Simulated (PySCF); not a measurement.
# Solvent effects on NMR parameters

Atom-mapped SMILES (the numbers label the heavy atoms): `[CH2:1]=[CH:2][P+:3]([CH3:4])([CH3:5])[C:6]#[C:7][CH3:8]` (H(Xn): hydrogen on atom n). Ha(C1) is cis to P3; Hb(C1) is trans to P3.

GIAO PBE0/pcSseg-1 in PySCF 2.14.0 with density-fitted response routines on one PBE0-D3(BJ)/def2-SVP conformer, non-relativistic, equivalent nuclei averaged. Solvents enter as an IEF-PCM continuum (benzene with ε = 2.3, chloroform with ε = 4.7) around the gas-phase geometry. Shifts are referred to TMS computed in the same medium.

Gas phase, δ in ppm: C1 157.7, C7 136.5, C2 123.3, C6 58.5, C4/C5 15.6, C8 6.5, Hb(C1) 7.33, Ha(C1) 7.23, H(C2) 6.09, H(C8) 2.63, H(C4)/H(C5) 2.00. Dipole moment 0.61 D.

(1) How does each δ change in the continuum?

(2) Which of the listed nuclei move most (in ppm), and what does the model miss?

## Answers

(1) 
| atoms | environment | Δδ, benzene | Δδ, chloroform |
| --- | --- | --- | --- |
| C1 | terminal =CH2 carbon | -1.3 | -2.2 |
| C7 | alkyne carbon | -1.6 | -2.4 |
| C2 | alkene CH | +2.4 | +3.9 |
| C6 | alkyne carbon | +1.8 | +2.8 |
| C4/C5 | methyl carbon bonded to P | +0.3 | +0.4 |
| C8 | propargylic methyl carbon | +0.2 | +0.3 |
| Hb(C1) | hydrogen on a terminal =CH2 carbon | -0.10 | -0.16 |
| Ha(C1) | hydrogen on a terminal =CH2 carbon | -0.05 | -0.09 |
| H(C2) | hydrogen on an alkene CH | +0.13 | +0.22 |
| H(C8) | hydrogen on a propargylic methyl carbon | -0.04 | -0.06 |
| H(C4)/H(C5) | hydrogen on a methyl carbon bonded to P | +0.02 | +0.03 |

Changes are relative to the gas phase. The dipole moment becomes 0.94 D in benzene, 1.16 D in chloroform.

(2) C2 (alkene CH, +3.9 ppm) in chloroform. A continuum only polarises the solute; specific hydrogen bonds, the anisotropy of aromatic solvents and changes of geometry or conformer are outside it, as are counter-ions.
